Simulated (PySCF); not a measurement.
Point-charge models of `[SiH3]OC1=COC=C/C1=C/Cl` against its computed dipole.

Coordinates (GFN2-xTB, Å) and charges (e) from the PBE0/pcSseg-1 density (PySCF):

| atom | x | y | z | Mulliken | IAO | Hirshfeld | ESP-fitted |
| --- | --- | --- | --- | --- | --- | --- | --- |
| Si1 | 2.822 | -0.818 | 0.095 | +0.6627 | +0.8631 | +0.3916 | +0.5410 |
| O2 | 1.470 | 0.052 | -0.158 | -0.6220 | -0.5711 | -0.1835 | -0.2494 |
| C3 | 0.160 | -0.153 | 0.033 | +0.2502 | +0.1655 | +0.0590 | -0.0890 |
| C4 | -0.314 | -1.315 | 0.519 | +0.1971 | -0.0330 | -0.0040 | +0.0385 |
| O5 | -1.629 | -1.589 | 0.741 | -0.4125 | -0.2614 | -0.0775 | -0.2751 |
| C6 | -2.504 | -0.607 | 0.442 | +0.2500 | +0.0462 | +0.0295 | +0.2314 |
| C7 | -2.156 | 0.587 | -0.046 | -0.1982 | -0.2114 | -0.0749 | -0.6675 |
| C8 | -0.767 | 0.932 | -0.301 | -0.1537 | -0.0257 | -0.0332 | +0.5769 |
| C9 | -0.449 | 2.141 | -0.793 | -0.0598 | -0.2303 | -0.0674 | -0.5258 |
| Cl10 | 1.135 | 2.699 | -1.144 | -0.0807 | -0.0108 | -0.0424 | -0.0495 |
| H11 | 2.789 | -2.055 | -0.689 | -0.1015 | -0.1446 | -0.0772 | -0.1146 |
| H12 | 2.954 | -1.153 | 1.514 | -0.1005 | -0.1438 | -0.0771 | -0.1135 |
| H13 | 3.802 | 0.145 | -0.374 | -0.0842 | -0.1146 | -0.0684 | -0.0799 |
| H14 | 0.328 | -2.142 | 0.777 | +0.1212 | +0.1671 | +0.0555 | +0.1500 |
| H15 | -3.522 | -0.905 | 0.645 | +0.1161 | +0.1738 | +0.0652 | +0.1243 |
| H16 | -2.912 | 1.323 | -0.263 | +0.0925 | +0.1682 | +0.0590 | +0.2462 |
| H17 | -1.215 | 2.869 | -1.007 | +0.1233 | +0.1629 | +0.0460 | +0.2559 |

Question: What dipole does each set of charges give (1 e·Å = 4.803 D), and what does the density give?

Answer: The full density gives (-0.91, -1.59, 0.72) D, 1.97 D in size; dipole vectors point from the negative to the positive end.

| scheme | μx | μy | μz | size (D) | share of the full size (%) | angle to the full dipole (°) |
| --- | --- | --- | --- | --- | --- | --- |
| Mulliken | -1.09 | -2.64 | 1.16 | 3.08 | 157 | 7 |
| IAO | 0.01 | -1.82 | 0.76 | 1.97 | 100 | 28 |
| Hirshfeld | -0.36 | -1.40 | 0.59 | 1.56 | 79 | 14 |
| ESP-fitted | -0.94 | -1.58 | 0.71 | 1.97 | 100 | 1 |

Question: Which set comes closest?

Answer: Length of the difference vector: ESP-fitted 0.03 D, Hirshfeld 0.59 D, IAO 0.94 D, Mulliken 1.15 D. Closest: ESP-fitted. The schemes that divide the density aren't constrained to reproduce the dipole.

Question: What is left for the Hirshfeld atoms' own dipoles?

Answer: The Hirshfeld atoms' densities add up to the full density, so μ = Σ q r + Σ (atomic dipoles). The atomic dipoles sum to (-0.91, -1.59, 0.72) − (-0.36, -1.40, 0.59) = (-0.55, -0.19, 0.13) D, 0.59 D in size.

Question: With the origin at the mean of the coordinates, (0.000, 0.001, -0.001) Å, which are the largest single terms, by size, of the ESP-fitted dipole along the direction of the full one?

Answer: C9 +4.58, O5 -3.05, H17 -2.61, C6 +2.01, C7 -1.62 D; all 17 atoms together +1.97 D. The single terms depend on the origin, their sum doesn't.

Question: Give the size of the full dipole in other units.

Answer: 1.97 D = 0.774 au = 0.409 e·Å = 6.56 × 10⁻³⁰ C·m.

Geometry: GFN2-xTB, one conformer, isolated molecule.

Conformer computed: `[SiH3:1][O:2][C:3]1=[CH:4][O:5][CH:6]=[CH:7]/[C:8]1=[CH:9]/[Cl:10]`: Si1–O2–C3–C4 -2°.
